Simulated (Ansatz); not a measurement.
Reaction (formal hydrolysis of a C–C bond): `N#Cc1cccs1` + H₂O → `Oc1cccs1` + `C#N`

Program: Ansatz. Geometries: PBE0-D4/def2-TZVP. ΔE: electronic, gas phase. CBS: MP2 limit from def2 TZ/QZ plus the TZ coupled-cluster correction, frozen cores. This one scheme is used for every species. DFT in def2-TZVPP. HSE06 is defined as in plane-wave codes. Each species was taken in one conformer, which may not be the lowest.

```csv
level,ΔE (eV)
revPBE-D4,0.88
BLYP-D4,0.87
HSE06-D4,0.87
B2PLYP,0.86
LC-ωPBE,0.74
HF/def2-SVP,0.62
CCSD/def2-TZVPP,0.80
CCSD(T)/def2-TZVPP,0.83
```

What does CCSD(T)/CBS give? (Estimate.)

Computed: +0.86 eV. The listed levels differ from it by 0.02, 0.01, 0.01, 0.00, -0.12, -0.24, -0.06, -0.03 eV.

Largest T1 diagnostic among the species: 0.014.

The D4 term adds +0.03 eV with B3LYP and +0.02 eV with PBE0; it sums over pairs of atoms, weighted by their polarisabilities, and B3LYP, whose exchange is more repulsive, gets the larger term. In def2-TZVPP, CCSD(T) changes the Hartree–Fock value by +0.14 eV (the triples alone add +0.04 eV) and MP2 by +0.28 eV. At CCSD(T), def2-SVP lies −0.14 eV from the extrapolated value and def2-TZVPP −0.02 eV.

B3LYP here is the variant with VWN-RPA as its local correlation; programs differ in this.
